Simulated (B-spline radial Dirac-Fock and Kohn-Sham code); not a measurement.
V³⁺: non-radiative channels of the M1 vacancy

System: the V³⁺ ion, configuration [Ar] 3d2.

These are calculated numbers from a radial B-spline solver; the model is one-electron (LDA, Dirac) transition rates at Dirac-Fock energies. Kinetic energies are configuration averages from the vacuum level; the two-hole energies are estimated from single-hole states.

```
transition  kinetic energy (eV)  width (meV)  share (%)
   M1-M4M4                10.94        0.650        7.6
   M1-M4M5                11.02         5.58       65.0
   M1-M5M5                11.10         2.35       27.4
```

Coster-Kronig rates are the weakest part of this model and often come out 1.5 to 2.5 times too large. The listed channels hold 100 % of the non-radiative rate. Summed by principal shells, of 0.00858 eV in all: MMM 100.0 %.
